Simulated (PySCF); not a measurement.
Mayer bond orders and bond lengths

C3H4F3O3S (charge -1).
Atom-mapped SMILES: `[CH2-:1][S:2](=[O:3])(=[O:4])[CH2:5][O:6][C:7]([F:8])([F:9])[F:10]` (hydrogens: H11, H12 on C1; H13, H14 on C5)

Cartesian coordinates in Å at the GFN2-xTB level; atoms count from 1:
```
atom  x, y, z in Å
C1     2.221    0.303    0.566
S2     1.086   -0.905    0.283
O3     0.297   -1.218    1.465
O4     1.684   -2.054   -0.394
C5    -0.304   -0.540   -1.032
O6    -1.011    0.708   -0.854
C7    -1.658    0.872    0.267
F8    -2.581    1.856    0.073
F9    -2.368   -0.179    0.694
F10   -0.939    1.308    1.308
H11    2.690    0.531   -0.385
H12    1.707    1.159    0.985
H13   -0.992   -1.382   -0.992
H14    0.168   -0.459   -2.005
```

Bond orders from the PBE0/pcSseg-1 density (PySCF). The structure is a single GFN2-xTB conformer in the gas phase; no vibrational or solvent corrections. The pcSseg-1 basis has no diffuse functions, a weakness for an anion.

Task: How far do the computed orders between heavy atoms stray from the drawn ones?

Result: The largest departure is 0.382, at S2–O4 (drawn double, 1.618). Drawn single, order above 1.12: C1–S2 (1.266) and O6–C7 (1.167). Drawn single, order below 0.88: S2–C5 (0.713) and C5–O6 (0.794). Drawn double or triple, more than 0.30 short of the drawn order: S2–O3 (1.633) and S2–O4 (1.618). The SMILES, with its formal charges, is one Lewis structure only.

Task: Set the Mayer orders of the bonds beside their lengths.

Result: 
| bond | drawn as | length (Å) | Mayer order |
| --- | --- | --- | --- |
| C1–S2 | single | 1.682 | 1.266 |
| S2–O3 | double | 1.455 | 1.633 |
| S2–O4 | double | 1.461 | 1.618 |
| S2–C5 | single | 1.948 | 0.713 |
| C5–O6 | single | 1.445 | 0.794 |
| O6–C7 | single | 1.305 | 1.167 |
| C7–F8 | single | 1.363 | 0.988 |
| C7–F9 | single | 1.338 | 1.004 |
| C7–F10 | single | 1.338 | 1.021 |
| C1–H11 | single | 1.084 | 0.941 |
| C1–H12 | single | 1.083 | 0.942 |
| C5–H13 | single | 1.088 | 0.935 |
| C5–H14 | single | 1.085 | 0.953 |

Bonds between the same two heavy elements. C–S: lowest S2–C5 (0.713, 1.948 Å), highest C1–S2 (1.266, 1.682 Å). O–S: all 2 within 0.02 of one another (1.618 to 1.633). C–O: lowest C5–O6 (0.794, 1.445 Å), highest O6–C7 (1.167, 1.305 Å). C–F: lowest C7–F8 (0.988, 1.363 Å), highest C7–F10 (1.021, 1.338 Å).

Task: Sum the orders of all bonds at each heavy atom with more than one neighbour and set the sums beside the valence in the SMILES.

Result: C1 3.149 (drawn 3), S2 5.230 (drawn 6), C5 3.395 (drawn 4), O6 1.961 (drawn 2), C7 4.180 (drawn 4). Orders between atoms that aren't bonded are not in these sums.

The Mayer order sums products of elements of PS (density times overlap matrix) between the two atoms' basis functions, so it depends on the basis set.

The run behind these numbers computed NMR shieldings as well. Hardware: an Arm Neoverse V2 with one thread, shared host. Cost: 30 s wall.
